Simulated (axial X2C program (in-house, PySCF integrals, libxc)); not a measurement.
# Potential curves of HfCl⁻, spin-free

Computed with an axial X2C code built on PySCF integrals. Spin-free means the one-electron spin-free X2C Hamiltonian. Basis: Hf dyall-acv3z [14s15p10d7f4g], Cl dyall-av3z [9s8p3d2f] (cores contracted in-house); Gaussian nuclei, density fitting, unrestricted open shells. Masses: Hf 179.947 u, Cl 34.969 u.

State: M_S = 1, Λ = 0 (beyond evenly filled blocks: δ+α, δ-α). Energies in eV from the fragments at the same level (Hf + Cl-). Fits are polynomials in 1 − R0/R over 0.85 to 1.23 times the lowest point R0.

```tsv
R (Å)	CCSD(T)	CCSD	TPSSh	PBE0
2.0941			-1.3994	-1.3498
2.1904	-1.4542	-1.4168	-1.8406	-1.7921
2.2626	-1.6968	-1.6652	-2.0242	-1.9762
2.3348	-1.8354	-1.8095	-2.1173	-2.0699
2.4070	-1.8964	-1.8758	-2.1441	-2.0974
2.4912	-1.8967	-1.8818	-2.1158	-2.0702
2.5755	-1.8448	-1.8347	-2.0442	-1.9999
2.6838	-1.7301	-1.7248	-1.9135	-1.8712
2.8162			-1.7242	-1.6847
3.0088			-1.4369	-1.4020
```

Correlated methods: 12 electrons correlated (number of frozen shells: Hf 5 s, 4 p, 2 d, 1 f; Cl 2 s, 1 p), 332 virtual spin orbitals or spinors in MP2, 90 natural virtuals in coupled cluster.

The state is a single determinant with fixed occupations, the lowest that a limited PBE0 search found. De is counted from the lowest determinant-based energies of the atoms at the same level, without counterpoise correction. CCSD and (T) use frozen natural virtuals with an MP2 correction for the truncation; (T) itself is uncorrected, so its De runs slightly low. PBE0 can misorder states that lie within some tenths of an eV, so this need not be the ground state of the molecule. The nearest other spin-free determinant of the search, M_S = 1, Λ = 3, lies 0.06 eV up at the distance of the search. The outer-core s and p shells of the metal are frozen in the correlated rows, which leaves out core–valence correlation; for alkali and alkaline-earth bonds that tends to lengthen them. The highest occupied level of some functionals is positive through self-interaction error; at Hartree–Fock it is bound. The determinant is spin-polarised beyond a pure state at some levels (its spin-free form has ⟨S²⟩ too high), which makes Re and μ there less reliable. The T1 diagnostic is large, a sign of multireference character. With the outer-core shells frozen, correlated bond lengths of heavy atoms tend to come out a few hundredths of an ångström too long. With spin–orbit coupling the lowest determinant has another configuration, so this spin-free state is a model. Coupled cluster ran on the points near the minimum only. MP2 and coupled cluster on one determinant become unreliable at the stretched end.

Question: Fit the CCSD(T) curve near its minimum: give the equilibrium distance, the harmonic wavenumber and the well depth.

Answer: At CCSD(T), spin-free: Re = 2.448 Å, ωe ≈ 288 cm⁻¹, De = 1.90 eV to Hf + Cl-; Be follows as 0.0961 cm⁻¹.

Question: What are Re, ωe and De at the CCSD level?

Answer: At CCSD, spin-free: Re = 2.456 Å, ωe ≈ 285 cm⁻¹, De = 1.89 eV to Hf + Cl-; Be follows as 0.0955 cm⁻¹.

Question: Fit the TPSSh curve near its minimum: give the equilibrium distance, the harmonic wavenumber and the well depth.

Answer: At TPSSh, spin-free: Re = 2.407 Å, ωe ≈ 291 cm⁻¹, De = 2.14 eV to Hf + Cl-; Be follows as 0.0994 cm⁻¹.

Question: What are Re, ωe and De at the PBE0 level?

Answer: At PBE0, spin-free: Re = 2.408 Å, ωe ≈ 289 cm⁻¹, De = 2.10 eV to Hf + Cl-; Be follows as 0.0993 cm⁻¹.
